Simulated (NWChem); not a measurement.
System: C4H3NS; SMILES C#C[C@@H]1N=CS1

Input file for NWChem:

```
start job
memory heap 200 mb stack 900 mb global 1100 mb
geometry units angstroms noautoz
  C     -0.258524    -2.713774     0.339711
  C     -0.025120    -1.588137    -0.077002
  C      0.252859    -0.269213    -0.590020
  N      1.416079     0.433988    -0.024809
  C      0.737344     1.444872     0.413999
  S     -0.953634     1.115789     0.008207
  H     -0.459696    -3.707513     0.715487
  H      0.260543    -0.240319    -1.700775
  H      1.136133     2.340089     0.925784
end
basis spherical
  * library 6-31g*
end
dft
  xc pbe0
  iterations 150
  mulliken
end
task dft energy
```

Parts of the log:

```
             Northwest Computational Chemistry Package (NWChem) 7.3.0
             --------------------------------------------------------

 C1  symmetry detected

                             Geometry "geometry" -> ""
                             -------------------------

 Output coordinates in angstroms (scale by  1.889725989 to convert to a.u.)

  No.       Tag          Charge          X              Y              Z
 ---- ---------------- ---------- -------------- -------------- --------------
    1 C                    6.0000    -0.25637277    -2.72473976     0.32657594
    2 C                    6.0000    -0.02446614    -1.59840092    -0.08907528
    3 C                    6.0000     0.25158102    -0.27860036    -0.60088069
    4 N                    7.0000     1.41975064     0.42170303    -0.04231933
    5 C                    6.0000     0.74551701     1.43240640     0.40378361
    6 S                   16.0000    -0.94875870     1.10652343     0.00932262
    7 H                    1.0000    -0.45616647    -3.71912391     0.70137937
    8 H                    1.0000     0.25134855    -0.24701992    -1.71158911
    9 H                    1.0000     1.14914799     2.32585547     0.91486170

 Effective nuclear repulsion energy (a.u.)     243.4186823050

                                 NWChem DFT Module
                                 -----------------

 Summary of "ao basis" -> "ao basis" (spherical)
 ------------------------------------------------------------------------------
       Tag                 Description            Shells   Functions and Types
 ---------------- ------------------------------  ------  ---------------------
 C                           6-31g*                  6       14   3s2p1d
 N                           6-31g*                  6       14   3s2p1d
 S                           6-31g*                  8       18   4s3p1d
 H                           6-31g*                  2        2   2s

            General Information
            -------------------
          SCF calculation type: DFT
          Wavefunction type:  closed shell.
          No. of atoms     :     9
          No. of electrons :    50
           Alpha electrons :    25
            Beta electrons :    25
          Charge           :     0
          Spin multiplicity:     1
          Use of symmetry is: off; symmetry adaption is: off
          Maximum number of iterations: 150
          AO basis - number of functions:    94
                     number of shells:    44
          Convergence on energy requested:  1.00D-06
          Convergence on density requested:  1.00D-05
          Convergence on gradient requested:  5.00D-04

              XC Information
              --------------
                         PBE0 Method XC Functional
                     Hartree-Fock (Exact) Exchange  0.250
          PerdewBurkeErnzerhof Exchange Functional  0.750
            Perdew 1991 LDA Correlation Functional  1.000 local
           PerdewBurkeErnz. Correlation Functional  1.000 non-local

             Grid Information
             ----------------
          Grid used for XC integration:  medium
          Radial quadrature: Mura-Knowles
          Angular quadrature: Lebedev.
          Tag              B.-S. Rad. Rad. Pts. Rad. Cut. Ang. Pts.
          ---              ---------- --------- --------- ---------
          C                   0.70       49          12.0       434
          N                   0.65       49          11.0       434
          S                   1.00       88          11.0       590
          H                   0.35       45          13.0       434
          Grid pruning is: on
          Number of quadrature shells:   468
          Spatial weights used:  Erf1

      Superposition of Atomic Density Guess
      -------------------------------------

 Sum of atomic energies:        -603.88513341

      Non-variational initial energy
      ------------------------------

 Total energy =    -606.867588
 1-e energy   =   -1310.787304
 2-e energy   =     460.501034
 HOMO         =      -0.277413
 LUMO         =      -0.011357

     ---------------------------------------------
      Total Density - Mulliken Population Analysis
     ---------------------------------------------

    Atom       Charge   Shell Charges
 -----------   ------   -------------------------------------------------------
    1 C    6     6.47   2.00  0.75  1.88  0.69  1.12  0.03
    2 C    6     5.79   2.00  0.74  1.87  0.50  0.65  0.03
    3 C    6     6.02   2.00  0.66  1.62  0.69  0.99  0.06
    4 N    7     7.65   2.00  0.86  2.45  0.90  1.41  0.03
    5 C    6     5.75   2.00  0.71  1.59  0.58  0.81  0.06
    6 S   16    16.06   2.00  2.00  5.98  1.35  2.95  0.52  1.23  0.04
    7 H    1     0.71   0.42  0.29
    8 H    1     0.77   0.46  0.31
    9 H    1     0.78   0.46  0.33

   convergence    iter        energy       DeltaE   RMS-Dens  Diis-err
 ---------------- ----- ----------------- --------- --------- ---------
 d= 0,ls=0.0,diis     1   -606.5196641309 -8.50D+02  1.74D-02  8.72D-01
 d= 0,ls=0.0,diis     2   -606.4388449534  8.08D-02  9.84D-03  1.67D+00
 d= 0,ls=0.0,diis     3   -606.6245414491 -1.86D-01  3.00D-03  6.90D-02
 d= 0,ls=0.0,diis     4   -606.6283124628 -3.77D-03  1.62D-03  3.41D-02
 d= 0,ls=0.0,diis     5   -606.6326590635 -4.35D-03  3.13D-04  8.30D-04
  Resetting Diis
 d= 0,ls=0.0,diis     6   -606.6327405603 -8.15D-05  1.57D-04  2.55D-04
 d= 0,ls=0.0,diis     7   -606.6327694297 -2.89D-05  1.58D-04  3.26D-05
 d= 0,ls=0.0,diis     8   -606.6327532274  1.62D-05  1.03D-04  1.55D-04
 d= 0,ls=0.0,diis     9   -606.6327738255 -2.06D-05  1.29D-05  1.60D-06
 d= 0,ls=0.0,diis    10   -606.6327740419 -2.16D-07  2.81D-06  9.98D-08

         Total DFT energy =     -606.632774041853
      One electron energy =    -1313.866064598283
           Coulomb energy =      518.715512406141
    Exchange-Corr. energy =      -54.900904154735
 Nuclear repulsion energy =      243.418682305024

 Numeric. integr. density =       49.999998368178

                       DFT Final Molecular Orbital Analysis
                       ------------------------------------

 Vector   23  Occ=2.000000D+00  E=-2.927964D-01
              MO Center= -3.1D-02, -1.7D+00,  5.8D-02, r^2= 2.9D+00
   Bfn.  Coefficient  Atom+Function         Bfn.  Coefficient  Atom+Function
  ----- ------------  ---------------      ----- ------------  ---------------
     5      0.371654  1 C  pz                19      0.343596  2 C  pz
     9      0.229041  1 C  pz                23      0.185426  2 C  pz
    45      0.148577  4 N  px                22      0.137139  2 C  py
     4      0.129511  1 C  py                18      0.127520  2 C  py
    92      0.120756  8 H  s                 33     -0.117892  3 C  pz

 Vector   24  Occ=2.000000D+00  E=-2.824185D-01
              MO Center=  2.9D-01,  6.2D-02,  5.2D-02, r^2= 4.0D+00
   Bfn.  Coefficient  Atom+Function         Bfn.  Coefficient  Atom+Function
  ----- ------------  ---------------      ----- ------------  ---------------
    45      0.352286  4 N  px                77      0.350716  6 S  px
    49      0.255179  4 N  px                79     -0.243550  6 S  pz
    48      0.184700  4 N  s                  3      0.182519  1 C  px
    31     -0.183381  3 C  px                81      0.179836  6 S  px
    17      0.148510  2 C  px                83     -0.138760  6 S  pz

 Vector   25  Occ=2.000000D+00  E=-2.608805D-01
              MO Center= -3.0D-01,  6.0D-01, -8.8D-03, r^2= 3.4D+00
   Bfn.  Coefficient  Atom+Function         Bfn.  Coefficient  Atom+Function
  ----- ------------  ---------------      ----- ------------  ---------------
    79      0.471562  6 S  pz                78     -0.357255  6 S  py
    83      0.289273  6 S  pz                47     -0.248451  4 N  pz
    82     -0.203141  6 S  py                51     -0.196468  4 N  pz
    75     -0.177368  6 S  pz                 3      0.154323  1 C  px
    46      0.138193  4 N  py                74      0.133639  6 S  py

 Vector   26  Occ=0.000000D+00  E=-4.410677D-02
              MO Center= -5.4D-01,  2.7D-01, -5.2D-02, r^2= 4.1D+00
   Bfn.  Coefficient  Atom+Function         Bfn.  Coefficient  Atom+Function
  ----- ------------  ---------------      ----- ------------  ---------------
    82      0.567881  6 S  py                62     -0.500492  5 C  s
    34      0.464039  3 C  s                 78      0.408198  6 S  py
    35     -0.346063  3 C  px                83      0.308123  6 S  pz
    36      0.299204  3 C  py                31     -0.255182  3 C  px
    79      0.221829  6 S  pz                 7      0.212565  1 C  px

 Vector   27  Occ=0.000000D+00  E=-1.473623D-02
              MO Center=  7.2D-01,  8.5D-01,  1.4D-01, r^2= 2.7D+00
   Bfn.  Coefficient  Atom+Function         Bfn.  Coefficient  Atom+Function
  ----- ------------  ---------------      ----- ------------  ---------------
    65      0.532859  5 C  pz                51     -0.408060  4 N  pz
    61      0.403274  5 C  pz                47     -0.361714  4 N  pz
    92     -0.260033  8 H  s                 64     -0.240097  5 C  py
    50      0.215728  4 N  py                60     -0.207129  5 C  py
    79     -0.194008  6 S  pz                83     -0.193382  6 S  pz

 Vector   28  Occ=0.000000D+00  E= 1.956348D-02
              MO Center= -7.1D-02, -8.5D-01,  3.0D-02, r^2= 4.6D+00
   Bfn.  Coefficient  Atom+Function         Bfn.  Coefficient  Atom+Function
  ----- ------------  ---------------      ----- ------------  ---------------
    48      0.626783  4 N  s                 81     -0.452244  6 S  px
    62      0.413805  5 C  s                  7      0.405021  1 C  px
    63     -0.402325  5 C  px                21     -0.342832  2 C  px
    80     -0.336121  6 S  s                 35     -0.297346  3 C  px
     3      0.287141  1 C  px                17     -0.253483  2 C  px

     ---------------------------------------------
      Total Density - Mulliken Population Analysis
     ---------------------------------------------

    Atom       Charge   Shell Charges
 -----------   ------   -------------------------------------------------------
    1 C    6     6.45   2.00  0.69  1.96  0.65  1.12  0.02
    2 C    6     5.62   2.00  0.68  2.00  0.43  0.48  0.03
    3 C    6     6.41   2.00  0.66  1.99  0.75  0.95  0.06
    4 N    7     7.28   2.00  0.82  2.33  0.94  1.15  0.04
    5 C    6     6.11   2.00  0.70  1.95  0.56  0.83  0.06
    6 S   16    15.86   2.00  2.00  5.97  1.37  2.97  0.51  0.99  0.06
    7 H    1     0.74   0.50  0.25
    8 H    1     0.74   0.51  0.24
    9 H    1     0.79   0.51  0.27

     -------------------------------------------
      Total Density - Lowdin Population Analysis
     -------------------------------------------

    Atom       Charge   Shell Charges
 -----------   ------   -------------------------------------------------------
    1 C    6     6.17   1.99  0.56  1.78  0.47  1.33  0.05
    2 C    6     6.04   1.99  0.54  1.79  0.40  1.25  0.07
    3 C    6     6.11   1.99  0.54  1.79  0.41  1.25  0.13
    4 N    7     7.18   1.99  0.74  2.20  0.60  1.56  0.09
    5 C    6     6.16   1.99  0.57  1.78  0.44  1.25  0.13
    6 S   16    15.86   2.00  1.99  5.89  1.09  2.75  0.61  1.45  0.07
    7 H    1     0.82   0.46  0.36
    8 H    1     0.82   0.48  0.34
    9 H    1     0.85   0.48  0.36

     Multipole analysis of the density
     ---------------------------------

     L   x y z        total         alpha         beta         nuclear
     -   - - -        -----         -----         ----         -------
     0   0 0 0     -0.000000    -25.000000    -25.000000     50.000000

     1   1 0 0     -0.316348     -0.158174     -0.158174      0.000000
     1   0 1 0     -0.048086     -0.024043     -0.024043      0.000000
     1   0 0 1     -0.025705     -0.012853     -0.012853      0.000000

     2   2 0 0    -34.237598    -78.213322    -78.213322    122.189046
     2   1 1 0      2.344617     -2.601784     -2.601784      7.548184
     2   1 0 1      0.348668     -0.091586     -0.091586      0.531841
     2   0 2 0    -23.570743   -213.173108   -213.173108    402.775473
     2   0 1 1      0.515796      0.307479      0.307479     -0.099162
     2   0 0 2    -29.565158    -29.253388    -29.253388     28.941618
```

Level: PBE0/6-31G* (spherical d). Geometry: optimised at PBE-D3(BJ)/def2-SVP.
